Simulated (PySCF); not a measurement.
CH8F2Si3, SMILES FC[SiH2][Si@@H](F)[SiH3].

Geometry optimised at PBE0-D3(BJ)/def2-SVP. The structure was generated by enumeration; whether it is a known compound was not checked. One conformer was computed; it need not be the lowest.

All values below come from PySCF 2.14.0 with TDA-PBE/def2-SVPD.

Vertical excitations. Gas-phase values at a fixed geometry.

| state | energy (eV) | λ (nm) | f | main pairs |
|---|---|---|---|---|
| S1 | 5.23 | 237 | 0.010 | HOMO→LUMO 96 % |
| S2 | 5.81 | 213 | 0.011 | HOMO−1→LUMO 93 % |
| S3 | 6.07 | 204 | 0.115 | HOMO→LUMO+1 49 %, HOMO−2→LUMO 34 %, HOMO→LUMO+2 9 % |
| S4 | 6.11 | 203 | 0.078 | HOMO−2→LUMO 37 %, HOMO→LUMO+1 34 %, HOMO→LUMO+2 17 % |
| S5 | 6.18 | 201 | 0.047 | HOMO→LUMO+2 65 %, HOMO−2→LUMO 25 % |
| S6 | 6.43 | 193 | 0.031 | HOMO→LUMO+3 51 %, HOMO−1→LUMO+1 38 % |
| T1 | 4.65 | 267 | 0 | HOMO→LUMO 99 % |
| T2 | 5.29 | 234 | 0 | HOMO→LUMO+1 95 % |
Triplets are in the Tamm–Dancoff approximation.
